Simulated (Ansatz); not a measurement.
Reaction (hydrogenolysis of a C–Si bond): `F[SiH](Cl)C[SiH3]` + H₂ → `C[SiH](F)Cl` + SiH₄

Isolated molecules relaxed with PBE0-D4/def2-TZVP in Ansatz; ΔE leaves out vibrations. CBS: MP2 limit from def2 TZ/QZ plus the TZ coupled-cluster correction, frozen cores. This one scheme is used for every species. DFT in def2-TZVPP. B3LYP here is the variant with VWN-RPA as its local correlation; programs differ in this. One conformer a species, not always the lowest.

```csv
level,ΔE (kJ/mol)
PBE-D4,-17.6
B3LYP-D4,-22.7
PBE0,-26.4
HF/CBS(def2),-45.4
```

What does CCSD(T)/CBS give? (Estimate.)

Ansatz gave: -18.4 kJ/mol. The listed levels differ from it by 0.8, -4.3, -8.0, -27.0 kJ/mol.

Largest T1 diagnostic among the species: 0.011.

The D4 term adds +11.9 kJ/mol with B3LYP and +6.6 kJ/mol with PBE0; it sums over pairs of atoms, weighted by their polarisabilities, and B3LYP, whose exchange is more repulsive, gets the larger term. In def2-TZVPP, CCSD(T) changes the Hartree–Fock value by +24.2 kJ/mol (the triples alone add +4.7 kJ/mol) and MP2 by +30.5 kJ/mol.
